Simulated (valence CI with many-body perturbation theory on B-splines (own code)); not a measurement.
## E1 line list for Lu³⁸⁺

Level of theory: relativistic CI+MBPT: five valence electrons over a frozen Dirac-Fock core [Ar] 3d10, a basis of 11 s, 11 p, 10 d, 8 f, 5 g, 2 h functions for each j, with the one-electron correlation potential Σ1 (screened to all orders), the two-electron term Σ2, the three-electron term Σ3, Breit, model QED; selected single and double excitations, second order for the rest, scaled by the run's own slope (own B-spline code, finite nucleus).

No measured spectrum was set against this ion. As an estimate, large intervals hold to a few tenths of a per cent, small ones and those within an open d or f shell to about a per cent. Among the levels kept, up to 2100 cm⁻¹ of a level comes from second order outside the variational space, and about a tenth of that is noise between levels of different J, which matters for small intervals.

Lines 1 to 50 of 524 in falling wavelength, among levels below 481.68 eV, chosen from the strongest by gf and those to the six lowest levels. Wavelengths and rates use the calculated energies. Electric multipoles are in the length gauge with retardation, E1 and E2 with the static RPA response of the core. Weak lines are less certain than strong ones. Lines between different terms over intervals too small for the method are left out, as are lines whose strength nearly cancels. Where a level lies close to another of its J and parity, the split of strength between their lines is uncertain. The highest levels of a list are the least certain.

Levels are named by their leading jj configuration (3d3/2^4 stands for four electrons in 3d with j = 3/2), which in mixed levels can hold well under half, so a name can repeat and another be missing. Letters in brackets count levels of one name in rising energy.

```csv
λ vac (nm),Upper,Lower,A (s⁻¹),log gf,Branch %
52.22,(4s 4p1/2^2 4p3/2^2) J=3/2,(4s^2 4p3/2^3) J=3/2,8.09e+06,-2.88,0.0
20.70,(4s^2 4p1/2 4p3/2 4d3/2) J=5/2 [a],(4s^2 4p3/2^3) J=3/2,2.53e+07,-3.01,0.4
18.40,(4s^2 4p1/2^2 4d3/2) J=3/2,(4s^2 4p1/2 4p3/2^2) J=5/2,3.29e+08,-2.18,5.2
17.63,(4s 4p1/2 4p3/2^2 4d3/2) J=9/2,(4s^2 4p3/2^2 4d3/2) J=7/2,2.58e+09,-0.92,24.2
17.48,(4s 4p1/2^2 4d3/2^2) J=5/2,(4s^2 4p1/2 4d3/2^2) J=3/2,4.26e+09,-0.93,8.0
17.17,(4s 4p1/2^2 4p3/2 4d3/2) J=7/2,(4s^2 4p1/2 4p3/2 4d3/2) J=5/2 [b],3.75e+09,-0.88,25.7
17.01,(4s^2 4p1/2 4p3/2 4d5/2) J=3/2 [a],(4s^2 4p3/2^3) J=3/2,7.29e+08,-1.90,8.1
16.29,(4s 4p1/2^2 4d3/2 4d5/2) J=9/2,(4s^2 4p1/2 4d3/2 4d5/2) J=7/2 [b],4.74e+09,-0.72,4.4
15.99,(4s^2 4p1/2 4p3/2 4d5/2) J=5/2 [a],(4s^2 4p3/2^3) J=3/2,1.53e+09,-1.45,1.2
15.76,(4s^2 4p1/2 4p3/2 4d3/2) J=5/2 [b],(4s^2 4p3/2^3) J=3/2,8.15e+08,-1.74,0.1
15.60,(4s^2 4p1/2 4p3/2 4d3/2) J=3/2 [b],(4s^2 4p3/2^3) J=3/2,1.48e+08,-2.67,0.0
15.51,(4s^2 4p1/2 4p3/2 4d3/2) J=1/2 [b],(4s^2 4p3/2^3) J=3/2,9.91e+08,-2.15,0.1
15.36,(4s 4p1/2^2 4p3/2^2) J=5/2,(4s^2 4p1/2 4p3/2^2) J=5/2,3.97e+09,-1.07,35.3
15.27,(4s 4p1/2 4p3/2^2 4d5/2) J=9/2 [c],(4s^2 4p3/2^2 4d5/2) J=7/2,4.58e+09,-0.80,52.0
15.16,(4s 4p1/2^2 4p3/2 4d5/2) J=9/2,(4s^2 4p1/2 4p3/2 4d5/2) J=9/2,5.69e+09,-0.71,32.3
14.79,(4s 4p1/2 4p3/2^2 4d5/2) J=11/2,(4s^2 4p3/2^2 4d5/2) J=9/2,8.74e+09,-0.46,51.4
14.76,(4s 4p1/2^2 4d3/2 4d5/2) J=7/2 [b],(4s 4p1/2 4p3/2^2 4d3/2) J=7/2 [c],4.73e+09,-0.91,4.7
14.63,(4s 4p1/2^2 4d3/2^2) J=3/2,(4s^2 4p1/2 4d3/2^2) J=5/2,9.75e+09,-0.90,18.1
14.44,(4s 4p1/2^2 4p3/2^2) J=5/2,(4s^2 4p1/2 4p3/2^2) J=3/2,6.11e+09,-0.94,54.4
14.44,(4s 4p1/2^2 4p3/2 4d3/2) J=7/2,(4s^2 4p1/2 4p3/2 4d3/2) J=7/2,6.93e+09,-0.76,47.4
14.35,(4s 4p1/2^2 4d3/2 4d5/2) J=9/2,(4s 4p1/2 4p3/2^2 4d5/2) J=9/2 [b],4.52e+09,-0.86,4.2
14.18,(4s 4p1/2^2 4p3/2 4d5/2) J=9/2,(4s^2 4p1/2 4p3/2 4d5/2) J=7/2 [a],1.19e+10,-0.45,67.6
14.07,(4s 4p1/2^2 4p3/2 4d3/2) J=5/2 [a],(4s^2 4p1/2 4p3/2 4d3/2) J=5/2 [a],7.72e+09,-0.86,25.9
13.98,(4s 4p1/2^2 4d3/2^2) J=5/2,(4s^2 4p1/2 4d3/2^2) J=5/2,9.39e+09,-0.78,17.7
13.67,(4s 4p1/2 4p3/2^2 4d5/2) J=7/2 [f],(4s^2 4p3/2^2 4d5/2) J=5/2 [b],5.68e+09,-0.90,0.6
13.36,(4s 4p1/2^2 4p3/2^2) J=1/2,(4s^2 4p1/2 4p3/2^2) J=1/2,2.24e+10,-0.92,11.7
13.27,(4s^2 4p1/2 4p3/2 4d5/2) J=1/2,(4s^2 4p3/2^3) J=3/2,4.87e+09,-1.59,1.2
13.24,(4s 4p1/2 4p3/2^2 4d5/2) J=7/2 [d],(4s^2 4p3/2^2 4d5/2) J=5/2 [a],5.86e+09,-0.91,0.7
13.24,(4p1/2^2 4p3/2^3) J=3/2,(4s 4p1/2 4p3/2^3) J=3/2,1.24e+10,-0.88,1.9
13.23,(4s^2 4p1/2 4p3/2 4d5/2) J=5/2 [b],(4s^2 4p3/2^3) J=3/2,2.42e+09,-1.42,0.4
13.19,(4s 4p1/2^2 4p3/2 4d5/2) J=5/2 [a],(4s^2 4p1/2 4p3/2 4d5/2) J=5/2 [a],8.02e+09,-0.90,4.1
13.13,(4s^2 4p1/2^2 4d5/2) J=5/2,(4s^2 4p1/2 4p3/2^2) J=5/2,2.96e+09,-1.34,1.1
12.98,(4s 4p1/2^2 4p3/2 4d5/2) J=3/2 [a],(4s^2 4p1/2 4p3/2 4d5/2) J=5/2 [a],1.84e+10,-0.73,13.6
12.93,(4s 4p1/2^2 4p3/2 4d3/2) J=5/2 [b],(4s^2 4p1/2 4p3/2 4d3/2) J=7/2,1.18e+10,-0.75,18.9
12.87,(4s 4p1/2^2 4d3/2 4d5/2) J=7/2 [b],(4s 4p1/2 4p3/2^2 4d3/2) J=9/2,1.98e+10,-0.41,19.6
12.78,(4s^2 4p1/2 4p3/2 4f7/2) J=9/2 [a],(4s^2 4p3/2^2 4d5/2) J=7/2,4.55e+09,-0.95,2.1
12.75,(4s 4p1/2^2 4p3/2 4f5/2) J=7/2,(4s 4p1/2 4p3/2^2 4d5/2) J=9/2 [b],1.13e+10,-0.66,5.6
12.75,(4s^2 4p1/2 4p3/2 4d5/2) J=3/2 [c],(4s^2 4p3/2^3) J=3/2,1.47e+09,-1.85,0.3
12.69,(4s 4p1/2^2 4d3/2 4d5/2) J=5/2 [a],(4s 4p1/2 4p3/2^2 4d3/2) J=7/2 [a],7.62e+09,-0.96,5.7
12.59,(4s 4p1/2^2 4p3/2 4d5/2) J=7/2 [b],(4s^2 4p1/2 4p3/2 4d5/2) J=9/2,1.76e+10,-0.47,16.6
12.57,(4s 4p1/2^2 4p3/2 4d5/2) J=5/2 [a],(4s^2 4p1/2 4p3/2 4d5/2) J=3/2 [a],8.90e+09,-0.90,4.5
12.50,(4s 4p1/2^2 4p3/2 4d5/2) J=5/2 [b],(4s^2 4p1/2 4p3/2 4d5/2) J=7/2 [b],2.00e+10,-0.55,3.6
12.49,(4s^2 4p1/2 4p3/2 4d5/2) J=5/2 [c],(4s^2 4p3/2^3) J=3/2,8.34e+09,-0.93,1.3
12.46,(4s^2 4p1/2^2 4d5/2) J=5/2,(4s^2 4p1/2 4p3/2^2) J=3/2,5.12e+09,-1.15,1.9
12.43,(4s 4p1/2^2 4p3/2 4d3/2) J=3/2 [b],(4s^2 4p1/2 4p3/2 4d3/2) J=5/2 [a],1.29e+10,-0.92,7.2
12.38,(4s 4p1/2 4p3/2^2 4d5/2) J=5/2 [i],(4s^2 4p3/2^2 4d5/2) J=5/2 [b],1.20e+10,-0.78,1.0
12.32,(4p1/2^2 4p3/2^3) J=3/2,(4s^2 4p1/2 4p3/2 4d5/2) J=5/2 [c],2.06e+10,-0.73,3.1
12.29,(4p1/2 4p3/2^4) J=1/2,(4s 4p3/2^4) J=1/2,2.43e+10,-0.96,1.7
12.22,(4s 4p1/2^2 4p3/2^2) J=3/2,(4s^2 4p1/2 4p3/2^2) J=5/2,2.57e+10,-0.64,6.7
12.05,(4s 4p1/2 4p3/2^2 4d5/2) J=7/2 [c],(4s^2 4p3/2^2 4d5/2) J=9/2,9.56e+09,-0.78,1.9
```

Question: How does gf follow from A for the line at 16.29 nm?

Answer: gf = 1.4992 × (2J+1)_upper × A / σ², with σ = 613924 cm⁻¹ and 2J+1 = 10: gf = 0.189.
